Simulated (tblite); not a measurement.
Run record: nudged-elastic-band run, `[H]/N=C\C[C@H](F)C(C)C`.

Computed with GFN2-xTB (tblite), gas phase: nudged elastic band of 9 images (0 to 8), spring 0.2 eV/Å², climbing image at the end, force threshold 0.05 eV/Å. No saddle search or frequency run followed, so the top image need not be a first-order saddle, and its height can exceed the method's true barrier by a kcal/mol or more. The input is one job of a driver script: a line of settings, then coordinates in Å. «atoms» counts from 0 and names the dihedral (C1–C2–C4–F5 when counted from 1); «turn» is the rotation in degrees that makes the guess of the end point.

Command:
```bash
OMP_NUM_THREADS=1 python probes_run.py task.json out
```

Input:
```
{"job": {"kind": "neb", "xc": "GFN2-xTB", "basis": "xTB", "atoms": [0, 1, 3, 4], "turn": 120}, "charge": 0, "multiplicity": 1}
C     -1.574375     1.357580     0.094610
C     -1.185719     0.128745    -0.724700
C     -1.722745    -1.151490    -0.090922
C      0.331331     0.043690    -0.951193
F      0.696441     1.062668    -1.816922
C      1.187764     0.163842     0.310808
C      2.626547    -0.149894     0.009723
N      3.374818    -0.973435     0.581999
H     -1.122125     2.251464    -0.328145
H     -1.255921     1.254167     1.129271
H     -2.654189     1.483425     0.083612
H     -1.626346     0.231169    -1.723296
H     -1.439349    -2.023159    -0.676668
H     -1.344864    -1.277127     0.921100
H     -2.807861    -1.109942    -0.041291
H      0.571936    -0.889069    -1.481025
H      1.129589     1.193617     0.671563
H      0.805679    -0.509221     1.080338
H      3.058711     0.411352    -0.813762
H      2.945530    -1.487704     1.352165
```

Output:
```
image   E - E0 / eV
  0       0.0000
  1       0.0222
  2       0.0829
  3       0.1666
  4       0.2222
  5       0.2034
  6       0.1224
  7       0.0426
  8       0.0051
```

Question: Read off the barriers.

Answer: The highest image is 4: 0.222 eV (5.12 kcal/mol) above the start and 0.217 eV (5.01 kcal/mol) above the end. The band met its force threshold.

Question: Which dihedral does each image have?

Answer: 0: -70°, 1: -56°, 2: -41°, 3: -25°, 4: -6°, 5: 12°, 6: 30°, 7: 46°, 8: 62°.

Question: Give the geometry of the highest image and of the end point.

Answer: 
Image 4:
```
atom  x, y, z in Å
C1     -1.876    1.430   -0.501
C2     -1.143    0.099   -0.676
C3     -1.602   -0.863    0.420
C4      0.399    0.303   -0.755
F5      0.698    1.654   -0.779
C6      1.220   -0.319    0.379
C7      2.696   -0.229    0.098
N8      3.523   -1.168    0.081
H9     -1.580    2.145   -1.263
H10    -1.664    1.860    0.475
H11    -2.947    1.262   -0.582
H12    -1.452   -0.325   -1.637
H13    -1.190   -1.860    0.284
H14    -1.333   -0.495    1.407
H15    -2.686   -0.944    0.376
H16     0.766   -0.077   -1.718
H17     1.009    0.228    1.300
H18     0.943   -1.365    0.507
H19     3.081    0.766   -0.107
H20     3.132   -2.091    0.278
```

Image 8:
```
atom  x, y, z in Å
C1     -1.891    1.232   -1.036
C2     -1.099    0.049   -0.478
C3     -1.718   -0.434    0.832
C4      0.372    0.452   -0.294
F5      0.453    1.484    0.624
C6      1.270   -0.691    0.188
C7      2.725   -0.331    0.081
N8      3.658   -1.013   -0.400
H9     -1.475    1.561   -1.986
H10    -1.860    2.064   -0.338
H11    -2.929    0.949   -1.194
H12    -1.117   -0.765   -1.211
H13    -1.249   -1.354    1.175
H14    -1.605    0.327    1.601
H15    -2.778   -0.627    0.693
H16     0.761    0.867   -1.235
H17     1.048   -0.883    1.240
H18     1.056   -1.593   -0.390
H19     2.990    0.645    0.478
H20     3.383   -1.927   -0.762
```

Question: Estimate the wall time. Hardware: one thread of an Arm Neoverse V1, on a shared host.

Answer: About 3.6 s.
